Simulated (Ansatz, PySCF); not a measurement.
Isomers of C2H7N: 1 is CCN, 2 is CNC; one conformer of each (the lowest of an xTB search), B3LYP-D3(BJ)/def2-TZVP minima.
Isomer 1 (charge 0, multiplicity 1):
```xyz
10

C      1.01603    -0.36568    -0.01271
C     -0.13415     0.63919     0.03804
N     -1.47953     0.06739    -0.00999
H      0.97971    -0.95276    -0.93406
H      1.98611     0.13699     0.02716
H      0.96320    -1.06072     0.82932
H     -0.06040     1.23608     0.95095
H     -0.04373     1.34328    -0.79334
H     -1.60596    -0.47168    -0.85975
H     -1.62129    -0.57208     0.76439
```
Isomer 2 (charge 0, multiplicity 1):
```xyz
10

C      1.208     0.037    -0.147
N      0.029    -0.450     0.549
C     -1.214    -0.046    -0.088
H      1.265    -0.429    -1.134
H      2.106    -0.246     0.406
H      1.221     1.129    -0.295
H      0.041    -0.133     1.510
H     -1.286    -0.516    -1.072
H     -2.062    -0.388     0.506
H     -1.308     1.043    -0.234
```

No zero-point or thermal terms.

Correlated levels freeze the cores.

Codes used: Ansatz (an electronic-structure program) with Gaussian orbitals; PySCF for the dispersion terms. Each number belongs to the level named beside it.

```
level                 electronic energy of isomer 2 less that of isomer 1 (kcal/mol)
--------------------  --------------------------------------------------------------
HF/cc-pVDZ                                                                      6.92
HF/cc-pVTZ                                                                      7.21
revPBE/def2-TZVPP                                                               7.58
r2SCAN-D4/def2-TZVPP                                                            7.92
PBE0/def2-TZVPP                                                                 7.84
CAM-B3LYP/def2-TZVPP                                                            7.41
MP2/cc-pVTZ                                                                      [?]
SCS-MP2/cc-pVDZ                                                                 7.29
SCS-MP2/cc-pVTZ                                                                 7.83
```

**Question.** Fill in the missing entries.

**Answer.** 
- MP2/cc-pVTZ, electronic energy of isomer 2 less that of isomer 1 (kcal/mol): 8.28
